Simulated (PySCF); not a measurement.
Simulated characterisation data

- GFN2-xTB geometry
- PBE0/pcSseg-1 with gauge-including orbitals
- run in PySCF 2.14.0 with density-fitted response routines
- non-relativistic, fast rotation and ring inversion assumed for equivalent nuclei, gas phase, single conformer

Chemical shifts δ = σref − σ; TMS for 1H (σref 31.72) and 13C (σref 186.93), all at this level. Splittings of carbon signals by F and P are missing where no couplings were computed. Where no couplings were computed, multiplicities follow the n + 1 count of equivalent neighbours, and m marks all less simple cases (inequivalent or close neighbours, rings, F or P nearby). Shifts are as computed. Against solution values, carbons near 30 ppm lie about +3 ppm off and those near 130 ppm about +5 ppm. Of 1211 compounds with measured shifts, 218 miss one by over three times the rms of a fit or turn the order of signals round; such compounds aren't used in these exercises.

**1.** `C=C1C(CC#C)=CC1=C`, C9H8. 1H NMR (600 MHz, computed): δ 7.39 (s, 1H), 5.02 (br s, 1H), 4.99 (m, 1H), 4.95 (m, 1H), 4.85 (br s, 1H), 3.37 (d, 2H), 1.57 (t, 1H). 13C{1H} NMR (computed): δ 163.8 (C), 156.4 (C), 153.2 (C), 153.0 (CH), 98.3 (CH2), 97.3 (CH2), 83.3 (C), 77.9 (CH), 20.3 (CH2).

**2.** `COC(F)(F)C(F)F`, C3H4F4O. 1H NMR (600 MHz, computed): δ 5.87 (m, 1H), 3.98 (s, 3H). 13C{1H} NMR (computed): δ 126.1 (C), 116.0 (CH), 52.6 (CH3).
